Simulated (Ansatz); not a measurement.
CH$_{3}$BFN, SMILES `BC(=N)F`, charge 0, multiplicity 1.

(1) Give a relaxed structure at PBE0-D4/def2-TZVP (Ansatz 0.2.0). (An estimate is asked.)

Answers

(1) The calculation gave: 
Cartesian coordinates in Å:
```
B 0.942 -0.255 0.042
C -0.577 -0.139 -0.297
N -1.393 0.666 0.217
F -1.013 -0.867 -1.336
H 1.738 -0.361 -0.838
H 1.282 -0.156 1.180
H -0.980 1.113 1.032
```
